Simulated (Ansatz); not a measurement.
Start from `[NH2][In]([NH2])[OH]` and change one atom or group to get `[NH2][In]([OH])[SH]`.

Ansatz, PBE0-D4/def2-TZVP geometries, multiplicity 1. Each molecule was computed in one conformer, which needn't be the lowest.

Elements past krypton have def2 core potentials.

```
                                          property  `[NH2][In]([NH2])[OH]`
           HOMO–LUMO gap (ωB97M-V/def2-TZVPP) / eV                   10.07
size of the dipole moment (ωB97M-V/def2-TZVPP) / D                    2.75
    size of the dipole moment (PBE/def2-TZVPP) / D                    2.53
               HOMO–LUMO gap (PBE/def2-TZVPP) / eV                    3.77
               LUMO energy (B3LYP/def2-TZVPP) / eV                   -1.40
                HOMO energy (PBE0/def2-TZVPP) / eV                   -7.07
```

Q: What does the change do to each property? (Estimate.)

A: Ansatz gave: 
```csv
property,`[NH2][In]([OH])[SH]`,shift
HOMO–LUMO gap (ωB97M-V/def2-TZVPP) / eV,10.10,0.03
size of the dipole moment (ωB97M-V/def2-TZVPP) / D,1.70,-1.05
size of the dipole moment (PBE/def2-TZVPP) / D,1.62,-0.91
HOMO–LUMO gap (PBE/def2-TZVPP) / eV,3.83,0.06
LUMO energy (B3LYP/def2-TZVPP) / eV,-1.70,-0.30
HOMO energy (PBE0/def2-TZVPP) / eV,-7.41,-0.34
```

The zero-point energy changes by -41.3 kJ/mol with -3 modes. Dipoles are sizes alone; their direction can turn.

B3LYP here is the variant with VWN-RPA as its local correlation; programs differ in this.
